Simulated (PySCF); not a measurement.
C6H13F3Si, SMILES C[Si](C)(C)CCC(F)(F)F, GFN2-xTB optimised geometry.

```
23

C      1.97    -2.01     0.01
Si     1.45    -0.18     0.00
C      2.09     0.68    -1.58
C      2.11     0.72     1.55
C     -0.47    -0.12     0.01
C     -1.02     1.30     0.00
C     -2.54     1.30     0.00
F     -3.05     0.68     1.07
F     -3.05     0.68    -1.08
F     -3.04     2.54     0.00
H      1.59    -2.54    -0.85
H      1.61    -2.52     0.90
H      3.05    -2.11     0.00
H      1.89     1.75    -1.56
H      3.16     0.56    -1.69
H      1.62     0.28    -2.47
H      1.65     0.34     2.45
H      1.91     1.79     1.51
H      3.18     0.59     1.65
H     -0.86    -0.65    -0.86
H     -0.85    -0.64     0.89
H     -0.70     1.85     0.88
H     -0.70     1.84    -0.89
```

Density from B3LYP/def2-SVP (PySCF) at that geometry.

Minimum of the electron density along straight lines between bonded atoms, close to the bond critical point (lines longer than 1.1 times the sum of covalent radii, or with two minima, are not listed):

```tsv
bond	length / Å	ρ at the minimum / e bohr⁻³	∇²ρ there / e bohr⁻⁵	position (fraction from the first atom)
C1–Si2	1.905	0.110	0.32	0.62
Si2–C3	1.908	0.110	0.32	0.38
Si2–C4	1.908	0.110	0.32	0.38
Si2–C5	1.921	0.108	0.30	0.38
C5–C6	1.524	0.241	-0.53	0.49
C6–C7	1.514	0.266	-0.68	0.46
C7–F8	1.342	0.273	-0.21	0.34
C7–F9	1.342	0.273	-0.21	0.34
C7–F10	1.347	0.271	-0.24	0.34
C1–H11	1.086	0.272	-0.97	0.62
C1–H12	1.086	0.272	-0.97	0.62
C1–H13	1.085	0.273	-0.97	0.62
C3–H14	1.086	0.272	-0.97	0.62
C3–H15	1.085	0.272	-0.97	0.62
C3–H16	1.086	0.272	-0.97	0.62
C4–H17	1.086	0.272	-0.97	0.62
C4–H18	1.086	0.272	-0.97	0.62
C4–H19	1.086	0.272	-0.97	0.62
C5–H20	1.090	0.274	-0.97	0.62
C5–H21	1.090	0.274	-0.97	0.62
C6–H22	1.091	0.279	-1.03	0.63
C6–H23	1.091	0.279	-1.03	0.63
```
